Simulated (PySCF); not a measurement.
pentafluorosilicate (F5Si), SMILES F[Si-](F)(F)(F)F, charge -1. Atoms are numbered in the order given.

```xyz
6

F      0.0000     0.0000    -1.6953
Si     0.0000     0.0000     0.0000
F     -1.6618     0.0000     0.0000
F      0.8309    -1.4392     0.0000
F      0.8309     1.4392     0.0000
F      0.0000     0.0000     1.6953
```
Charge -1, spin multiplicity 1.

The structure is a stationary point at TPSSh-D3(BJ)/def2-SVPD.

All values below come from KT2/pcSseg-1 run with PySCF.

GIAO shieldings, no solvent; atoms listed in one row are averaged. δ = σ(ref) − σ: ¹⁹F against CFCl3 (σ = 127.1 ppm); ²⁹Si against TMS (σ = 361.9 ppm), references at their B3LYP-D3(BJ)/def2-TZVP geometries, non-relativistic.

Problem. Estimate the chemical shifts. (An estimate is asked for; the answer gives what the named calculation found.)

Solution. 
| nucleus | atoms | count | δ (ppm) |
|---|---|---|---|
| ¹⁹F | F1, F6 | 2 | -179.3 |
| ¹⁹F | F5, F4, F3 | 3 | -183.2 |
| ²⁹Si | Si2 | 1 | -116.2 |
